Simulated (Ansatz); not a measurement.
Basis sets compared for Ga₁₃P₁₃H₃₀, a nanocrystal cut from zinc blende GaP (hydrogen-capped). Charge 0, multiplicity 1. Geometry PBE-D4/def2-SVP. Ansatz on 11 threads of AMD EPYC 7R13 on a shared host and a whole NVIDIA H100 80GB HBM3; times are rough, and most runs start from earlier orbitals.

Cartesian coordinates in Å:
```
Ga 2.9677 -0.4283 0.4917
Ga 0.8300 -2.4045 3.3230
Ga 2.6029 0.9662 4.2734
Ga 0.8018 2.7165 1.0998
Ga -1.2959 0.6820 3.9200
Ga 1.2529 -3.9509 -0.5775
Ga 3.4167 -1.9983 -3.2096
Ga 1.1897 1.2981 -2.4763
Ga -0.4922 -2.2563 -3.4900
Ga -0.8848 -0.6400 0.1579
Ga -3.2350 2.5653 0.6833
Ga -2.8542 1.1736 -2.8263
Ga -1.1163 4.5794 -1.9374
P 2.6228 -0.9677 2.7974
P 3.0180 -2.4122 -0.8456
P 1.0374 -4.2654 1.8035
P 0.9833 0.7110 -0.1753
P -1.0474 -1.1981 2.4628
P 0.5881 1.9863 3.3687
P -1.2229 3.7451 0.3454
P -3.1825 1.8602 2.9887
P -0.6576 -2.6235 -1.1325
P 1.3478 -0.7906 -3.6333
P -0.8584 2.4129 -3.0136
P -2.4271 -0.9020 -3.9770
P -2.8348 0.5380 -0.5208
H 4.2714 0.4339 0.2913
H 0.6404 -2.8965 4.8063
H 3.8327 1.8849 3.9030
H 2.2698 0.4545 5.7333
H 2.0376 3.6774 0.9187
H -1.5531 0.2885 5.4225
H 1.3061 -5.3306 -1.3337
H 4.6179 -0.9813 -3.3380
H 3.3286 -3.3865 -3.9641
H 2.4376 2.2144 -2.7702
H -0.4947 -3.5823 -4.3385
H -4.6057 3.2528 0.3271
H -4.2128 1.8170 -3.2938
H 0.2331 5.3814 -2.1091
H -2.5485 5.1371 -2.3140
H 3.7746 -1.7265 3.1885
H 4.1631 -3.1473 -0.3948
H 2.1479 -5.0567 2.2377
H 0.0048 -5.2209 2.0703
H -2.2031 -2.0277 2.6356
H 0.3943 3.1808 4.1375
H -1.3867 4.9108 1.1638
H -3.4151 3.0156 3.8004
H -4.3902 1.1582 3.3035
H -1.8190 -3.4322 -0.9072
H 1.3885 -0.4529 -5.0260
H -0.7815 2.6973 -4.4167
H -2.4199 -0.6253 -5.3810
H -3.6035 -1.7178 -3.9481
H -3.9645 -0.3167 -0.3046
```

Single mean-field runs in def2-SVP, def2-TZVP are fitted with def2-universal-jkfit.

Binding counts from free atoms (Ga doublet, P quartet, H doublet) in the same basis, without a counterpoise term.

```tsv
level	functions	energy (Eh)	HOMO (eV)	LUMO (eV)	binding per atom (eV)	wall time
PBE-D4/def2-SVP	800	-29469.1758	-5.93	-2.04	2.86	5.5 s
PBE0-D4/def2-SVP	800	-29470.1437	-6.94	-1.35	2.86	13 s
```

(1) Estimate the rows for PBE-D4/def2-TZVP (with forces), PBE0-D4/def2-TZVP.

Results:

(1) 
| level | functions | energy (Eh) | HOMO (eV) | LUMO (eV) | binding per atom (eV) | wall time |
| --- | --- | --- | --- | --- | --- | --- |
| PBE-D4/def2-TZVP (with forces) | 1285 | -29473.9003 | -5.97 | -2.19 | 2.86 | 12 s |
| PBE0-D4/def2-TZVP | 1285 | -29474.8331 | -6.95 | -1.47 | 2.85 | 16 s |
